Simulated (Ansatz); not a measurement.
Stepwise reaction of `N[SiH2][GeH2][NH2]` with water, as a gas-phase model of exchange steps in deposition or etching. ΔE in kJ/mol.

Program: Ansatz. Geometries: PBE0-D4/def2-TZVP. ΔE: electronic, gas phase. CBS: MP2 limit from def2 TZ/QZ plus the TZ coupled-cluster correction, frozen cores. This one scheme is used for every species. Functionals use def2-TZVPP. B3LYP here is the variant with VWN-RPA as its local correlation; programs differ in this. For Ge outer-core shells are correlated without core-valence functions, which leaves a few kJ/mol of doubt a bond. Scalar relativity is left out up to krypton. One conformer a species, not always the lowest.

| step | reaction | PBE-D4 | B3LYP-D4 | ωB97M-V | CCSD(T)/CBS |
| --- | --- | --- | --- | --- | --- |
| 1 | `N[SiH2][GeH2][NH2]` + H₂O → `[NH2][GeH2][SiH](N)O` + H₂ | -82.6 | -90.3 | -91.1 | -87.5 |

(1) Give the row of step 2, `[NH2][GeH2][SiH](N)O` + H₂O → `[NH2][GeH2][Si](N)(O)O` + H₂. (Best estimate.)

(2) By hand: ΔE of the 2 steps together at CCSD(T)/CBS.

## Answers

(1) Computed: 
```tsv
step	reaction	PBE-D4	B3LYP-D4	ωB97M-V	CCSD(T)/CBS
2	`[NH2][GeH2][SiH](N)O` + H₂O → `[NH2][GeH2][Si](N)(O)O` + H₂	-90.6	-96.3	-96.4	-93.1
```

(2) (-87.5) + (-93.1) = -180.6 kJ/mol, or -90.3 kJ/mol a step.

In ΔE each step is lower than the one before. All are downhill at CCSD(T)/CBS. PBE-D4 differs from CCSD(T)/CBS by 2.5 to 4.9 kJ/mol a step. Isolated molecules leave out the surface, adducts and barriers. Largest T1 diagnostic: 0.012.
